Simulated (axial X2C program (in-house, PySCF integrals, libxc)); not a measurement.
**Spin–orbit effects down a group: molecules with Si (ions), MP2**

Computed with an in-house relativistic program for diatomic molecules, spin-free (one-electron X2C) or two-component (2c: spin–orbit coupling with atomic mean-field Coulomb and Gaunt terms, which also bring small scalar terms), in Dyall basis sets with cores contracted in-house; open shells are unrestricted.

Basis sets: Br dyall-cv3z, Cl dyall-av3z, F dyall-av3z, I dyall-cv3z, Si dyall-v3z. Frozen shells (counts by l): SiF⁺ Si 2s1p, F 1s, 10 electrons correlated; SiCl⁺ Cl 2s1p, Si 2s1p, 10 electrons correlated; SiBr⁺ Br 3s2p1d, Si 2s1p, 10 electrons correlated; SiI⁺ I 4s3p2d, Si 2s1p, 10 electrons correlated. Where the outer core of a metal is frozen, bonds come out longer and ionisation energies lower.

```csv
molecule,spin-free state,Re (Å),ωe (cm⁻¹),De (eV),2c state,Re 2c (Å),ωe 2c (cm⁻¹),De 2c (eV)
SiF⁺,"M_S = 0, Λ = 0",1.551,1017.8,7.00,Ω = 0,1.552,1017.8,6.97
SiCl⁺,"M_S = 0, Λ = 0",1.964,675.3,5.18,Ω = 0,1.965,675.1,5.13
SiBr⁺,"M_S = 0, Λ = 0",2.109,544.0,4.65,Ω = 0,2.110,543.2,4.50
SiI⁺,"M_S = 0, Λ = 0",2.321,467.1,4.13,Ω = 0,2.324,463.6,3.87
```

Work out the shifts from the spin-free to the two-component result.



| molecule | 2c state | ΔRe (Å) | Δωe (cm⁻¹) | ΔDe (eV) |
| --- | --- | --- | --- | --- |
| SiF⁺ | Ω = 0 | 0.001 | 0.0 | -0.03 |
| SiCl⁺ | Ω = 0 | 0.001 | -0.2 | -0.05 |
| SiBr⁺ | Ω = 0 | 0.001 | -0.8 | -0.15 |
| SiI⁺ | Ω = 0 | 0.003 | -3.5 | -0.26 |

Shifts of one unit in the last digit are rounding.

Fragments in 2c: Si+ + F, Cl + Si+, Br + Si+, I + Si+. Each entry is the lowest single determinant of a limited PBE0 search at one distance. De goes to single-determinant-based atoms at the same level (for ions the charge split of lowest energy) and is withheld (n/a) where an atom does not fit its ground term or J level. Main or longest-lived isotopes. Some light 2c atoms are not at their ground J level, so De misses part of their lowering (0.04 eV or less).
